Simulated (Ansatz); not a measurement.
F3Y (SMILES [F][Y]([F])[F]) moved off its minimum; all values from Ansatz (a quantum-chemistry and plane-wave program), cores frozen in correlated methods. Elements past Kr take the def2 small-core potentials, without spin–orbit coupling.
(charge 0, multiplicity 1)
```xyz
4

Y     -0.10482     0.02107     0.05397
F     -1.58137    -1.12203    -0.02045
F     -0.01009     1.77086    -0.82158
F      1.79183    -0.82839     0.62063
```

### Question
Give the forces (eV/Å), the total energy and the dipole at CCSD(T)/def2-TZVPPD.

### Answer

```csv
atom,Fx,Fy,Fz
Y1,4.987,0.462,1.377
F2,-3.407,-2.409,-0.260
F3,-0.190,1.392,-0.758
F4,-1.390,0.556,-0.359
```
Energy -337.4533 hartree, dipole 2.68 D.
